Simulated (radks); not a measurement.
Results of a calculation; reference values are marked as such.
Trend from Mg4+ to Ar4+: ionisation energy by Delta-SCF between NIST ground configurations, and size. Code: a radial shooting solver on a logarithmic mesh with Libxc functionals. Model: Dirac Kohn-Sham, PBE, spin-unpolarised, spherical densities, finite nucleus; open shells are shared between the two j in proportion to 2j + 1; Fermi nuclear charge, rms radius of each element as measured or else 0.836 A^(1/3) + 0.57 fm.

species,configuration,configuration of the ion,IE (eV),NIST (eV),kind,-e(HOMO) (eV),outermost,<r> outermost (bohr)
Mg4+,[He] 2s2 2p4,[He] 2s2 2p3,146.36,141.33,semi-emp.,128.71 (2p3/2),2s1/2,0.649
Al4+,[He] 2s2 2p5,[He] 2s2 2p4,157.19,153.83,semi-emp.,138.50 (2p3/2),2s1/2,0.604
Si4+,[Ne],[He] 2s2 2p5,168.04,166.77,exp.,148.32 (2p3/2),2s1/2,0.564
P4+,[Ne] 3s1,[Ne],65.060,65.025,exp.,58.462 (3s1/2),3s1/2,1.60
S4+,[Ne] 3s2,[Ne] 3s1,73.242,72.595,exp.,65.923 (3s1/2),3s1/2,1.47
Cl4+,[Ne] 3s2 3p1,[Ne] 3s2,67.071,67.7,semi-emp.,59.455 (3p3/2),3p3/2,1.45
Ar4+,[Ne] 3s2 3p2,[Ne] 3s2 3p1,73.661,74.8,semi-emp.,65.406 (3p3/2),3p3/2,1.34

Reference values: NIST Atomic Spectra Database (exp. = measured, semi-emp. = semi-empirical, theory = theoretical value adopted there). Spin polarisation and multiplet splitting are left out, so open shells lie too high by an amount that depends on their filling.

Beside tabulated values, note that spin-unpolarised runs miss the spin-polarisation part of the exchange energy of open shells.
